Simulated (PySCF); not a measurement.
# Computed records: ClFH2NSi, H5N2Si2, H6NSi2

All values are calculated (PySCF 2.14.0). Calculation on a computer-drawn molecule: optimised geometry and harmonic frequencies of an isolated molecule of the commonest isotopes, restricted reference for singlets and unrestricted otherwise, frozen core in MP2.

Common to all runs: basis cc-pV(D+d)Z.

(1) ClFH2NSi

Start structure:
```xyz
6
ClFH2NSi
N     -0.7428     1.1812     0.1228
Si    -1.6248     1.4865     1.4002
F     -2.9597     2.0592     0.9645
Cl    -1.4413     1.4024     3.3892
H      0.2745     0.8648     0.0807
H     -1.0378     1.3622    -0.8415
```

Settings of this run: charge 1, multiplicity 1 and method HF.

It finds rotational constants 7.561, 3.55, 2.416 GHz; total energy -903.3546 hartree; convergence status largest gradient component 3.438e-05 hartree/bohr.

Drawn bonds:
```tsv
atom	other atom	order
1	2	1
2	3	1
2	4	1
1	5	1
1	6	1
```

Optimised structure:
```xyz
6
ClFH2NSi
N     -0.7094     1.2048     0.1304
Si    -1.7057     1.5502     1.3524
F     -3.1108     2.0928     0.9871
Cl    -1.2643     1.3326     3.2281
H      0.2245     0.8476     0.2553
H     -0.9663     1.3283    -0.8373
```

Modes:
```tsv
frequency (cm⁻¹)	reduced mass (dalton)
236.2	5.218
289.6	6.686
326.9	11.32
485.6	1.037
629.4	1.226
635.1	10.62
867.4	1.476
1043	7.469
1165	7.863
1660	1.135
3716	1.051
3817	1.1
```

(2) ClFH2NSi

Start structure:
```xyz
6
ClFH2NSi
N     -0.7094     1.2048     0.1304
Si    -1.7057     1.5502     1.3524
F     -3.1108     2.0928     0.9871
Cl    -1.2643     1.3326     3.2281
H      0.2245     0.8476     0.2553
H     -0.9663     1.3283    -0.8373
```

Settings of this run: charge 1, multiplicity 1 and method MP2.

Results for ClFH2NSi: rotational constants 7.337, 3.499, 2.369 GHz; total energy -903.9274 hartree; convergence status largest gradient component 3.646e-05 hartree/bohr.

Drawn bonds:
```tsv
atom	other atom	order
1	2	1
2	3	1
2	4	1
1	5	1
1	6	1
```

Optimised structure:
```xyz
6
ClFH2NSi
N     -0.7032     1.2028     0.1251
Si    -1.7149     1.5534     1.3593
F     -3.1423     2.1048     0.9858
Cl    -1.2509     1.3272     3.2390
H      0.2424     0.8405     0.2633
H     -0.9631     1.3276    -0.8566
```

Modes:
```tsv
frequency (cm⁻¹)	reduced mass (dalton)
225.6	5.174
273.4	6.568
300.6	15.96
478.9	1.033
546	1.194
616.4	10.04
807.2	1.464
997.6	8.347
1112	7.695
1535	1.14
3546	1.051
3658	1.1
```

(3) H5N2Si2

Start structure:
```xyz
9
H5N2Si2
N     -2.5604     1.4666     1.6540
Si    -0.8853     1.5675     1.3901
N     -0.0904     0.8705     0.1385
Si     0.6790     0.1278    -1.1112
H     -3.1206     0.9320     0.9766
H     -3.0898     1.8804     2.4051
H     -0.2737     2.3094     2.4461
H      1.2083    -1.2115    -0.9983
H      0.9682     0.8680    -2.3315
```

Here we set charge 1, multiplicity 1 and method HF.

Results for H5N2Si2: rotational constants 22.44, 1.933, 1.819 GHz; total energy -689.5025 hartree; convergence status largest gradient component 3.26e-05 hartree/bohr.

Drawn bonds:
```tsv
atom	other atom	order
1	2	1
2	3	1
3	4	2
1	5	1
1	6	1
2	7	1
4	8	1
4	9	1
```

Optimised structure:
```xyz
9
H5N2Si2
N     -2.5394     1.4401     1.5969
Si    -0.9158     1.5177     1.3629
N     -0.1590     0.8293     0.1355
Si     0.6769     0.1796    -1.0433
H     -3.1808     0.9579     0.9932
H     -2.9951     1.8821     2.3756
H     -0.2075     2.2776     2.3814
H      1.2198    -1.1734    -0.9447
H      0.9362     0.8998    -2.2880
```

Modes:
```tsv
frequency (cm⁻¹)	reduced mass (dalton)
124	4.44
128.6	2.144
149.4	1.356
336.4	4.023
471.4	1.187
571	1.313
656.4	5.032
687	1.139
754.3	1.246
794.1	1.174
811.6	1.245
977.6	1.356
1049	1.756
1085	1.681
1513	13.93
1677	1.136
2421	1.028
2447	1.059
2470	1.044
3761	1.051
3861	1.099
```

(4) H6NSi2

Start structure:
```xyz
9
H6NSi2
N     -0.3214     0.7515    -1.0790
Si    -0.8596     0.0505     0.3288
Si    -2.6913    -1.2152     0.2299
H      0.0298     0.1158    -1.8356
H     -0.8907     1.4227    -1.5469
H      0.2791    -0.7889     0.8247
H     -0.9298     1.2858     1.2805
H     -3.3146    -1.9059     1.3912
H     -3.8712    -0.7480    -0.5244
```

Here we set charge 0, multiplicity 2 and method HF.

It finds rotational constants 16.07, 3.261, 2.881 GHz; total energy -635.7993 hartree; spin squared 0.7589; convergence status largest gradient component 2.422e-05 hartree/bohr.

Drawn bonds:
```tsv
atom	other atom	order
1	2	1
2	3	1
1	4	1
1	5	1
2	6	1
2	7	1
3	8	1
3	9	1
```

Optimised structure:
```xyz
9
H6NSi2
N     -0.2695     0.7215    -1.1583
Si    -0.8273     0.0712     0.3434
Si    -2.7531    -1.2947     0.1619
H      0.0020     0.0899    -1.8895
H     -0.7691     1.4976    -1.5525
H      0.2423    -0.7670     0.9330
H     -1.0997     1.2213     1.2380
H     -3.1636    -1.9624     1.4237
H     -3.9318    -0.6091    -0.4304
```

Modes:
```tsv
frequency (cm⁻¹)	reduced mass (dalton)
110.4	1.13
147.5	1.15
184.2	2.284
411.1	1.075
424.5	5.247
481.9	1.206
562.8	1.385
601.1	1.21
766.6	1.047
853.3	4.477
925.1	1.12
978.1	1.155
992.7	1.157
1019	1.07
1698	1.106
2275	1.031
2287	1.05
2297	1.044
2305	1.038
3762	1.051
3851	1.094
```
